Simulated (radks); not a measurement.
Hg I, configuration [Xe] 4f13 5d9.5 6s2 6p1.5 (fractional occupations, a model configuration). Calculated with a radial shooting solver on a logarithmic mesh with Libxc functionals: Dirac Kohn-Sham, PBEsol, spin-unpolarised, spherical densities, point nucleus; open shells fill j = l - 1/2 first.

Unscreened Slater integrals over Kohn-Sham orbitals (eV). Large and small components are both included. Empty in this configuration: 6p3/2.

integral,value
"F0(6p1/2,6p1/2)",7.5125
"F0(6p1/2,6s1/2)",8.4760
"G1(6p1/2,6s1/2)",5.3023
"F0(6p1/2,5d5/2)",9.4827
"G3(6p1/2,5d5/2)",1.1181
"F0(6p1/2,5d3/2)",9.5237
"G1(6p1/2,5d3/2)",1.3016
"F0(6p1/2,6p3/2)",6.9090
"G2(6p1/2,6p3/2)",3.4686
"F0(6s1/2,6s1/2)",9.9772
"F0(6s1/2,5d5/2)",11.924
"G2(6s1/2,5d5/2)",2.6445
"F0(6s1/2,5d3/2)",12.008
"G2(6s1/2,5d3/2)",2.4084
"F0(6s1/2,6p3/2)",7.6175
"G1(6s1/2,6p3/2)",4.0366
"F0(5d5/2,5d5/2)",17.554
"F2(5d5/2,5d5/2)",9.0667
"F4(5d5/2,5d5/2)",6.0104
"F0(5d5/2,5d3/2)",17.879
"F2(5d5/2,5d3/2)",9.2368
"G2(5d5/2,5d3/2)",9.2222
"G4(5d5/2,5d3/2)",6.1202
"F0(5d5/2,6p3/2)",8.2804
"F2(5d5/2,6p3/2)",2.1643
"G1(5d5/2,6p3/2)",0.85036
"G3(5d5/2,6p3/2)",0.68087
"F0(5d3/2,5d3/2)",18.223
"F2(5d3/2,5d3/2)",9.4351
"F0(5d3/2,6p3/2)",8.3075
"F2(5d3/2,6p3/2)",2.0741
"G1(5d3/2,6p3/2)",0.73302
"G3(5d3/2,6p3/2)",0.60684
"F0(6p3/2,6p3/2)",6.4388
"F2(6p3/2,6p3/2)",3.3246
